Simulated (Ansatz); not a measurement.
`[CH3][AlH][SiH2]Cl` + H₂Te → `[CH3][AlH][TeH]` + `[SiH3]Cl` at 298.15 K and 1 bar (cleavage of the Al–Si bond).

Isolated molecules relaxed with PBE0-D4/def2-TZVP in Ansatz; ΔE leaves out vibrations. CCSD(T)/CBS adds triple-zeta CCSD(T) − MP2 to the extrapolated MP2 energy (def2 sets, frozen cores). This one scheme is used for every species. Elements past krypton have def2 core potentials. For Te outer-core shells are correlated without core-valence functions, which leaves a few kJ/mol of doubt a bond. One conformer a species, not always the lowest.

```
             species  CCSD(T)/CBS energy (Eh)  H − E (kJ/mol)  S (J/(mol·K))
`[CH3][AlH][SiH2]Cl`              -1032.57399           182.7          385.8
                H₂Te               -268.91024            41.3          228.4
   `[CH3][AlH][TeH]`               -550.83681           149.0          342.5
          `[SiH3]Cl`               -750.69636            80.1          250.8
```

H − E and S are ideal-gas, rigid-rotor, harmonic terms from PBE0-D4/def2-TZVP, for one conformer and one mirror image of each species. 1 Eh = 2625.50 kJ/mol, R = 8.31446 J/(mol·K).

Task: By hand: ΔE, ΔH, ΔS and ΔG.

Result: ΔE = (-550.83681) + (-750.69636) − (-1032.57399) − (-268.91024) = -0.04894 Eh = -128.5 kJ/mol. Δ(H − E) = 149.0 + 80.1 − 182.7 − 41.3 = 5.1, so ΔH = -123.4 kJ/mol. ΔS = 342.5 + 250.8 − 385.8 − 228.4 = -20.9 J/(mol·K). ΔG = -123.4 − 298.15 × (-20.9)/1000 = -117.2 kJ/mol.

Task: By hand: the equilibrium constant, and the temperature at which ΔG would vanish if ΔH and ΔS stayed fixed.

Result: log₁₀ K = −ΔG/(RT ln 10) = 20.5. ΔG = 0 at ΔH/ΔS = 5904 K, far beyond where these terms or the molecules hold.

ΔH outweighs TΔS. A doubt of 5 kJ/mol in ΔE shifts log₁₀ K by 0.9 here. Other conformers and mirror images would add mixing entropy, several J/(mol·K) or more a flexible species. Modes under 60 cm⁻¹, often nearly free rotors, make the harmonic entropy too high. These are equilibria of isolated gas molecules and say nothing of rates. Largest T1 diagnostic: 0.010 (customary marks: 0.02 for closed shells, 0.045 for open ones).
